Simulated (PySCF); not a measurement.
Ag: excitation energy

Ag [Kr] 4d10 5s1 (2S) → Ag [Kr] 4d10 5p1 (2P), as a difference of total energies. Calculation: PySCF 2.14, in aug-cc-pVDZ-PP with ECP28MDF (5s5p4d2f, 54 functions); a scalar-relativistic core potential. Correlated levels: valence: 4s2 4p6 frozen. The calculations carry no spin-orbit coupling.

```csv
method,excitation energy (cm⁻¹)
UHF,24773
LDA,32557
PBE,30847
PBE0,29698
r2SCAN,30630
M06-L,30087
r2SCANh,30302
TPSSh,29990
SCS-MP2 (valence),29462
```

Task: Estimate what B2PLYP gives.

Result: 30203 cm⁻¹, closest to r2SCANh among the rows shown.

Task: Estimate what MP2 (valence) gives.

Result: 30075 cm⁻¹, closest to M06-L among the rows shown.

Errors of the correlated levels include the incompleteness of this basis and the frozen core.

For comparison: 30166 cm⁻¹ (measured; NIST levels, between the centres of gravity of the two terms).
